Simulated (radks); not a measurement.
Excited configurations of Cu III: one electron is placed in a higher orbital outside [Ar] 3d8. The ground configuration is [Ar] 3d9. Calculated with a radial shooting solver on a logarithmic mesh with Libxc functionals: Dirac Kohn-Sham, LDA (Slater exchange, Perdew-Wang correlation), spin-unpolarised, spherical densities, finite nucleus; open shells fill j = l - 1/2 first; Fermi nuclear charge, rms radius 3.8823 fm. Excitation = E - E(ground); binding = E(ion) - E, where the ion is the core of charge +3; n* = 3/sqrt(2 binding) in atomic units, and the quantum defect is n - n*.

outer orbital  excitation (eV)  binding (eV)     n*  <r> (bohr)
4p1/2                   16.905        22.321  2.342       2.561
4d3/2                   26.414        12.811  3.092       3.842
4f5/2                   31.491         7.734  3.979       5.869
5p1/2                   28.290        10.935  3.346       5.440
6s1/2                   31.630         7.595  4.015       8.241
6p1/2                   32.660         6.565  4.319       9.247
6f5/2                   35.609         3.617  5.819       15.34
7s1/2                   34.281         4.944  4.977       12.70
7p1/2                   34.832         4.393  5.280       14.01
7d3/2                   35.755         3.471  5.940       17.22
7f5/2                   36.540         2.685  6.753       21.52

The Delta-SCF ionisation energy is 39.225 eV (NIST Atomic Spectra Database: 36.84 eV, measured). Self-interaction in the functional shifts the binding energies and quantum defects, so they are the method's values and not measured ones. Spin polarisation and multiplet splitting are left out, so open shells lie too high by an amount that depends on their filling.

Beside tabulated values, note that spin-unpolarised runs miss the spin-polarisation part of the exchange energy of open shells.
